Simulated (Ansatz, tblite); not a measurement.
Cost and result up the ladder for the cluster InP2⁻ (the lowest singlet isomer of a short search) (3 atoms). Charge -1, multiplicity 1. Geometry: r2SCAN-D4/def2-TZVPD.

```xyz
3

In    0.634    1.148   -0.975
P    -0.125    0.012    1.302
P    -0.510   -1.159   -0.327
```

Ansatz on 4 threads of AMD EPYC 9R45 on a shared host; xTB runs through tblite on one thread. Times are rough, summed over both states, and most runs start from the orbitals of an earlier one. RPA@PBE/def2-TZVPD serves as the yardstick here, not as an exact answer. The other state is a quintet at its own geometry.

In the def2 sets In takes a core potential; there is no spin–orbit coupling. The xTB rows come from tblite. HSE06 is defined as in plane-wave codes, on full-range PBE exchange. Correlated methods freeze 14 core orbitals; core or outer-core shells of In are correlated, in sets that lack core-valence functions. At PBE0-D4/def2-TZVPD a singlet of charge -1 lies 2.51 eV below the quintet, each at its own geometry. The structure comes from a short search, and lower isomers may exist.

Run but left out: HF/STO-3G (singlet: restricted singlet, unstable in another Hartree–Fock run and untested here); HF/def2-TZVPD, HF/def2-TZVPPD, PBE-QIDH/def2-TZVPD (singlet: restricted singlet, unstable towards broken spin symmetry).

Correlated methods converge slowly with the basis.

xTB has no spin-polarisation term.

```csv
level,functions,wall time,quintet − singlet (eV),difference from RPA@PBE/def2-TZVPD (eV),remarks
GFN1-xTB,27,0.006 s,4.73,2.02,–
GFN2-xTB,27,0.006 s,4.45,1.74,–
PBE-D4/def2-TZVPD,142,1.4 s,2.67,-0.03,"HOMO above zero (quintet), HOMO above zero (singlet)"
BLYP-D4/def2-TZVPD,142,1.5 s,2.83,0.12,"HOMO above zero (quintet), HOMO above zero (singlet)"
revPBE-D4/def2-TZVPD (with forces),142,1.5 s,2.60,-0.11,"HOMO above zero (quintet), HOMO above zero (singlet)"
MP2/def2-TZVPD,142,2 s,2.85,0.15,restricted SCF unstable (singlet)
PBE0-D4/def2-TZVPD,142,2 s,2.50,-0.20,HOMO above zero (quintet)
HSE06-D4/def2-TZVPD,142,2 s,2.50,-0.20,"HOMO above zero (quintet), HOMO above zero (singlet)"
RPA@PBE/def2-TZVPD,142,2.7 s,2.71,0.00,–
r2SCAN-D4/def2-TZVPD,142,2.9 s,2.47,-0.24,"HOMO above zero (quintet), HOMO above zero (singlet)"
CCSD(T)/def2-TZVPPD,152,15 s,2.69,-0.02,"large T1 (0.021) (singlet), restricted SCF unstable (singlet)"
```
